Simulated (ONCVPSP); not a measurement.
Varying the ONCV potential for platinum (Pt)

Base potential:

platinum, optimised norm-conserving Vanderbilt (ONCV), made with ONCVPSP 4.0.1 (BLYP, scalar-relativistic). Core [Kr] 4d10, reference 4f14 5s2 5p6 5d8 6s2. Waves: 5s+6s: rc 1.45 bohr, ncon 4, nbas 8, qcut 7.6 1/bohr, 2 projectors; 5p: rc 1.90 bohr, ncon 4, nbas 8, qcut 8.6 1/bohr, 1 projector; 5d: rc 2.05 bohr, ncon 4, nbas 9, qcut 6.7 1/bohr, 1 projector; 4f: rc 0.65 bohr, ncon 4, nbas 8, qcut 28.9 1/bohr, local. Local part: the f channel. Core correction: Teter function, fcfact 2.5, rcfact 1.5.

All-electron outer shells of the reference configuration (BLYP, scalar-relativistic, ld1.x):

```json
{"shell": "4d", "level (eV)": "-309.45", "outermost node (bohr)": "0.20", "outermost maximum (bohr)": "0.42"}
{"shell": "5s", "level (eV)": "-104.48", "outermost node (bohr)": "0.49", "outermost maximum (bohr)": "0.87"}
{"shell": "4f", "level (eV)": "-72.75", "outermost node (bohr)": "–", "outermost maximum (bohr)": "0.38"}
{"shell": "5p", "level (eV)": "-58.45", "outermost node (bohr)": "0.53", "outermost maximum (bohr)": "0.98"}
{"shell": "5d", "level (eV)": "-7.89", "outermost node (bohr)": "0.57", "outermost maximum (bohr)": "1.24"}
{"shell": "6s", "level (eV)": "-6.45", "outermost node (bohr)": "1.14", "outermost maximum (bohr)": "2.32"}
```

Cutoffs, loose and tight: the cutoffs (Ha) at which the residual kinetic energy of the hardest occupied pseudo-wave falls to 1 and 0.1 mHa per electron. They do not see the model core or the augmentation charge, which bear on the density cutoff. Test errors are all-electron minus pseudo excitation energies from the reference, over the configurations 4f14 5s2 5p6 5d9 6s1; 4f14 5s2 5p6 5d9 6s0; 4f14 5s2 5p6 5d8 6s0; 4f14 5s2 5p6 5d8 6s1. A dash means not determined; rows that change the core or the reference have their own tests.

A true bound ghost makes a file unfit for plane-wave use even where its test errors are small: the radial tests pick states by their node count and pass the ghost by.

```tsv
change	outcome	cutoff, loose	cutoff, tight	bound ghosts	GHOST(+) flags above zero	largest test error (meV)
base	generated	337 Ha	369 Ha	s, p, d	none	-16
p: rc 1.32	generated	337 Ha	369 Ha	s, p, d	none	-16
p: rc 1.44	generated	337 Ha	369 Ha	s, p, d	none	-16
p: rc 1.66	generated	337 Ha	369 Ha	s, p, d	none	-16
p: rc 1.8	generated	337 Ha	369 Ha	s, p, d	none	-16
p: rc 2	generated	337 Ha	369 Ha	s, p, d	none	-15
p: rc 2.08	generated	337 Ha	369 Ha	s, p, d	none	-15
p: rc 2.26	generated	337 Ha	369 Ha	s, p, d	none	-16
p: rc 2.48	generated	337 Ha	369 Ha	s, p, d	none	-15
p: rc 2.82	generated	337 Ha	369 Ha	s, p, d	none	-16
```

**Question.** What comes out with this change to the base: p: rc 2.64?

**Answer.** outcome: failed: ERROR pspot: first pseudo wave function has node, program will stop. Cause: the optimised pseudo-wave of the first projector has a node, so the radial equation cannot be inverted for a potential.

Reading the sweep of the p radius (base included, trends over the rows without a ghost): Bound ghosts are found at 1.32, 1.44, 1.66, 1.8, 1.9, 2, 2.08, 2.26, 2.48, 2.82 bohr. Every judged row has one, so this setting neither creates nor removes them. The generation fails at 2.64 bohr.
